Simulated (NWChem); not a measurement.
MgBrF; SMILES [F][Mg][Br]

```xyz
3

Mg     0.0000     0.0000     1.1793
F      0.0000     0.0000     2.9321
Br     0.0000     0.0000    -1.1583
```
Atoms are numbered in this order, from 1.

Program: NWChem. Coordinates come from a PBE0/def2-SVP optimisation. Total energies compare along this basis series because the functional is fixed.

```tsv
level	basis functions	energy (Ha)	highest occupied level (eV)	orbital gap (eV)	dipole (D)	relative time
PBE0/def2-SVP	64	-2873.2584	-8.46	6.64	0.31	1
PBE0/def2-SVPD	85	-2873.2730	-8.55	6.69	0.26	2
PBE0/def2-TZVP	111	-2873.7667	-8.51	6.64	0.24	3
PBE0/def2-TZVPP	111	-2873.7667	-8.51	6.64	0.24	3
PBE0/def2-QZVP	183	-2873.8359	-8.49	6.65	0.14	6
```

The last column is a rough cost ratio, cheapest run = 1.
